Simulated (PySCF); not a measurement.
Input of a run (PBE0-D3(BJ)/def2-TZVP geometry optimisation, gas phase (PySCF 2.14.0)), started from GFN2-xTB:
```
{"job": {"xc": "PBE0", "basis": "def2-TZVP", "d3": "d3bj", "grid": 2, "shake": 0.01, "kind": "geom"}, "charge": 0, "multiplicity": 1}
C      2.027330     0.520060    -0.527360
C      1.285130    -0.177670     0.616000
B     -0.145460    -0.775360     0.172640
N     -0.125130    -1.798790    -0.746650
C     -1.497040    -0.214070     0.764470
C     -1.720900     1.273680     0.425570
H      2.184340    -0.133310    -1.366600
H      2.987290     0.938800    -0.213330
H      1.405910     1.385370    -0.869740
H      1.940750    -0.978610     0.982420
H      1.181860     0.525720     1.456890
H     -1.002540    -2.220110    -1.074120
H      0.637140    -2.193130    -1.168730
H     -1.507700    -0.297900     1.871410
H     -2.359320    -0.789870     0.417800
H     -0.899010     1.890710     0.812940
H     -1.765750     1.412090    -0.652990
H     -2.654420     1.644350     0.866990
```

Output (energies in Eh, forces in Eh/bohr):
```
step   0  E = -239.10653890  max force = 0.067321
step   1  E = -239.11117683  max force = 0.011372
step   2  E = -239.11178183  max force = 0.005602
step   3  E = -239.11198085  max force = 0.001565
step   4  E = -239.11203180  max force = 0.001965
step   5  E = -239.11206827  max force = 0.000820
step   6  E = -239.11209812  max force = 0.000415
step   7  E = -239.11212823  max force = 0.001099
step   8  E = -239.11218718  max force = 0.001620
step   9  E = -239.11223531  max force = 0.001313
step  10  E = -239.11228061  max force = 0.000644
step  11  E = -239.11232163  max force = 0.001194
step  12  E = -239.11234767  max force = 0.001547
step  13  E = -239.11240231  max force = 0.001456
step  14  E = -239.11242236  max force = 0.000693
step  15  E = -239.11243338  max force = 0.000216
optimisation converged
```

Task: Summarise the run.

Result: The energy falls by 3.7 kcal/mol over 16 energy and gradient evaluations, the largest force component goes from 0.0673 to 2.2e-04 Eh/bohr, and the atoms move by 0.273 Å rms after alignment. The bond that changes most is N4–H13 (boron-bound nitrogen to N–H hydrogen), which lengthens by 0.050 Å. Bonds longer at the end by more than 0.005 Å: 4 of 17; shorter: 7. Among the angles that change most is B3–C5–H14, from 110.8° to 106.0°. Among the dihedrals that turn most is C1–C2–B3–C5, from -115° to -94°. The energy never rose by more than 1e-6 Eh on the way. The first step brought 79 % of the lowering.

Task: What are the final bond lengths?

Result: C1–C2 1.533 Å, C2–B3 1.585 Å, B3–N4 1.399 Å, B3–C5 1.581 Å, C5–C6 1.527 Å, C1–H7 1.093 Å, C1–H8 1.093 Å, C1–H9 1.093 Å, C2–H10 1.097 Å, C2–H11 1.095 Å, N4–H12 1.006 Å, N4–H13 1.006 Å, C5–H14 1.100 Å, C5–H15 1.097 Å, C6–H16 1.093 Å, C6–H17 1.093 Å, C6–H18 1.093 Å. Numbering counts from 1 in the input's order; the species is aminodiethylborane, `CCB(N)CC`.

The run used 258 basis functions and 102 SCF cycles in all. Time: 6.5 min wall, 15 min CPU; peak memory 1.5 GiB. Hardware: 2 threads, Intel Xeon Platinum 8375C at 2.90 GHz (x86_64), shared host with 128 logical CPUs at a one-minute load of 88.

Whether it is a minimum is left open (no frequencies). The numbers are those of one conformer.
